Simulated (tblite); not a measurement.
Compound: C5H11PSe.
Atom-mapped SMILES: `[CH3:1][CH:2]([CH3:3])[C@@H:4]1[CH2:5][P@@H:6]1=[Se:7]` (hydrogens: H8, H9, H10 on C1; H11 on C2; H12, H13, H14 on C3; H15 on C4; H16, H17 on C5; H18 on P6)

Computed with GFN2-xTB (tblite), gas phase: L-BFGS steps from a force-field or distance-geometry start until the largest atomic force falls under 0.01 eV/Å.

At the end of the run (lengths in Å): P6=Se7 2.090, C4–P6 1.834, P6–H18 1.391, C5–P6 1.825, C2–C4 1.517, C3–H14 1.087, C1–C2 1.529, C4–P6–Se7 132.6°, C5–P6–Se7 126.4°, C2–C4–C5 123.6°, C1–C2–C4 108.3°, C1–C2–C4–C5 146°, C2–C4–C5–P6 -113°, C4–C5–P6–Se7 118°, H11–C2–C1–H8 -61°, H8–C1–C2–C3 180°.

**Question.** These geometries were met on the way; a selection of coordinates is given. Order them by energy above the end point, lowest first.
A. P6=Se7 2.098, C4–P6 1.866, P6–H18 1.409, C5–P6 1.865, C2–C4 1.535, C3–H14 1.084, C1–C2 1.534, C4–P6–Se7 121.1°, C5–P6–Se7 139.1°, C2–C4–C5 115.8°, C1–C2–C4 115.6°, C1–C2–C4–C5 175°, C2–C4–C5–P6 -118°, C4–C5–P6–Se7 91°, H11–C2–C1–H8 -118°, H8–C1–C2–C3 129°
B. P6=Se7 1.911, C4–P6 1.780, P6–H18 1.433, C5–P6 1.823, C2–C4 1.479, C3–H14 1.125, C1–C2 1.492, C4–P6–Se7 118.7°, C5–P6–Se7 140.7°, C2–C4–C5 114.2°, C1–C2–C4 115.5°, C1–C2–C4–C5 179°, C2–C4–C5–P6 -121°, C4–C5–P6–Se7 88°, H11–C2–C1–H8 -116°, H8–C1–C2–C3 132°
C. P6=Se7 2.087, C4–P6 1.775, P6–H18 1.380, C5–P6 1.785, C2–C4 1.505, C3–H14 1.092, C1–C2 1.533, C4–P6–Se7 116.5°, C5–P6–Se7 138.1°, C2–C4–C5 112.6°, C1–C2–C4 114.1°, C1–C2–C4–C5 178°, C2–C4–C5–P6 -122°, C4–C5–P6–Se7 88°, H11–C2–C1–H8 -116°, H8–C1–C2–C3 132°
D. P6=Se7 2.074, C4–P6 1.819, P6–H18 1.381, C5–P6 1.833, C2–C4 1.527, C3–H14 1.086, C1–C2 1.545, C4–P6–Se7 129.5°, C5–P6–Se7 136.6°, C2–C4–C5 117.2°, C1–C2–C4 111.8°, C1–C2–C4–C5 171°, C2–C4–C5–P6 -119°, C4–C5–P6–Se7 109°, H11–C2–C1–H8 -112°, H8–C1–C2–C3 127°
E. P6=Se7 2.087, C4–P6 1.845, P6–H18 1.386, C5–P6 1.826, C2–C4 1.518, C3–H14 1.086, C1–C2 1.537, C4–P6–Se7 137.0°, C5–P6–Se7 131.9°, C2–C4–C5 120.4°, C1–C2–C4 110.0°, C1–C2–C4–C5 165°, C2–C4–C5–P6 -116°, C4–C5–P6–Se7 122°, H11–C2–C1–H8 -117°, H8–C1–C2–C3 124°

**Answer.** E (0.178 eV), D (0.292 eV), A (0.511 eV), C (0.892 eV), B (1.543 eV).

```tsv
step	E above end (eV)	rms distance from the end, all atoms (Å)	largest force (eV/Å)	rms shift of all bonds from the end (Å)
20	0.178	0.441	0.234	0.004
11	0.292	0.471	0.352	0.009
5	0.511	0.509	0.760	0.014
1	0.892	0.525	2.388	0.018
0	1.543	0.529	7.038	0.051
```

Rows stand in the order of the answer.
